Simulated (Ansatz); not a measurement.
Gas-phase electronic energies from Ansatz, PBE0-D4/def2-TZVP geometries. CCSD(T)/CBS is the MP2 limit (def2-TZVPP, def2-QZVPP) plus CCSD(T) − MP2 in def2-TZVPP, frozen cores. One conformer a species, not always the lowest.

Reaction (formal exchange of groups at the Si–O bond): `C=C[Si@@H](N)O[Si@H](N)Cl` + `CC(O)F` → `N[Si@@H](Cl)[C@H](O)F` + `C=C[SiH](N)OC`

```json
{"level": "HF/def2-TZVPP", "ΔE (kJ/mol)": "251.0"}
{"level": "CCSD/def2-TZVPP", "ΔE (kJ/mol)": "241.2"}
```

Question: What does CCSD(T)/CBS give? (Estimate.)

Answer: Computed: +240.4 kJ/mol. The listed levels differ from it by 10.6, 0.8 kJ/mol.

Largest T1 diagnostic among the species: 0.011.

The D4 term adds +3.7 kJ/mol with B3LYP and +2.5 kJ/mol with PBE0; it sums over pairs of atoms, weighted by their polarisabilities, and B3LYP, whose exchange is more repulsive, gets the larger term. In def2-TZVPP, CCSD(T) changes the Hartree–Fock value by −12.1 kJ/mol (the triples alone add −2.4 kJ/mol) and MP2 by −4.6 kJ/mol.

B3LYP here is the variant with VWN-RPA as its local correlation; programs differ in this.
